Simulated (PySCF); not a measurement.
**Computed vibrations of [CeH3(NH3)]+**

[CeH3(NH3)]+ (singlet). PySCF 2.14.0, RKS PBE0, Ce def2-SVP with ECP28, H def2-SVP, N def2-SVP; non-relativistic Hamiltonian with scalar-relativistic core potentials where named; density fitting; no spin-orbit coupling. Central differences of gradients.

```xyz
8

Ce    0.1559   -0.1559    0.1559
H     1.1905    1.0880    1.1905
H    -1.0880   -1.1905    1.1905
H     1.1905   -1.1905   -1.0880
N    -1.3147    1.3147   -1.3147
H    -1.9384    1.9384   -0.7888
H    -0.7888    1.9384   -1.9384
H    -1.9384    0.7888   -1.9384
```

Run from Python with OMP_NUM_THREADS=2. Where DIIS fails, smearing, a level shift and second-order steps follow.
It took 110 s on 2 threads of AMD EPYC 7R43 64-Core Processor (Zen 3) (shared host).

What are the harmonic wavenumbers and infrared intensities?

Modes are labelled in C3v; negative numbers are unstable modes, those under 60 cm⁻¹ near the noise; a finer grid moves soft modes by up to 10 cm⁻¹.
```
cm⁻¹  km/mol  symmetry
 -27       –        a2
 190    26.2         e
 190    26.2         e
 250   150.3        a1
 328   135.6        a1
 542    78.1         e
 542    78.1         e
 579    43.3         e
 579    43.3         e
1311   128.6        a1
1561   619.6         e
1561   619.6         e
1573    73.4        a1
1628    40.8         e
1628    40.8         e
3447    83.0        a1
3548    80.2         e
3548    80.2         e
```

Is this a minimum?

Probably not: 1 unstable, though so soft as to be near the noise; the lowest moves the atoms so:
```
Ce   0.00  0.00  0.00
H    0.18  0.00 -0.18
H    0.00  0.18  0.18
H   -0.18 -0.18  0.00
N    0.00  0.00  0.00
H   -0.36 -0.36  0.00
H    0.00  0.36  0.36
H    0.36  0.00 -0.36
```
